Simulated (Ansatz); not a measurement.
Start from `CB[SiH](O)[SiH3]` and change one atom or group to get `CB[SiH](O)I`.

Ansatz, PBE0-D4/def2-TZVP geometries, multiplicity 1. Each molecule was computed in one conformer, which needn't be the lowest.

Elements past krypton have def2 core potentials.  Spin–orbit coupling is left out; it splits and shifts lone-pair levels of the heavy atoms by tenths of an eV.

```json
{"property": "HOMO–LUMO gap (PBE0/def2-TZVPP) / eV", "`CB[SiH](O)[SiH3]`": "5.16"}
{"property": "HOMO energy (PBE/def2-TZVPP) / eV", "`CB[SiH](O)[SiH3]`": "-6.00"}
{"property": "HOMO–LUMO gap (PBE/def2-TZVPP) / eV", "`CB[SiH](O)[SiH3]`": "3.09"}
{"property": "size of the dipole moment (PBE/def2-TZVPP) / D", "`CB[SiH](O)[SiH3]`": "1.66"}
{"property": "HOMO–LUMO gap (B3LYP/def2-TZVPP) / eV", "`CB[SiH](O)[SiH3]`": "4.80"}
{"property": "LUMO energy (PBE/def2-TZVPP) / eV", "`CB[SiH](O)[SiH3]`": "-2.90"}
```

**Question.** What does the change do to each property? (Best estimate.)

**Answer.** Computed: 
| property | `CB[SiH](O)I` | shift |
| --- | --- | --- |
| HOMO–LUMO gap (PBE0/def2-TZVPP) / eV | 5.52 | 0.36 |
| HOMO energy (PBE/def2-TZVPP) / eV | -6.25 | -0.25 |
| HOMO–LUMO gap (PBE/def2-TZVPP) / eV | 3.54 | 0.45 |
| size of the dipole moment (PBE/def2-TZVPP) / D | 1.59 | -0.07 |
| HOMO–LUMO gap (B3LYP/def2-TZVPP) / eV | 5.14 | 0.34 |
| LUMO energy (PBE/def2-TZVPP) / eV | -2.71 | 0.19 |

With PBE0 the HOMO falls by 0.19 eV and the LUMO rises by 0.16 eV, so the gap widens by about 0.35 eV. PBE moves the HOMO by -0.25 eV and ωB97M-V by -0.20 eV. Dipoles are sizes alone; their direction can turn.

B3LYP here is the variant with VWN-RPA as its local correlation; programs differ in this.
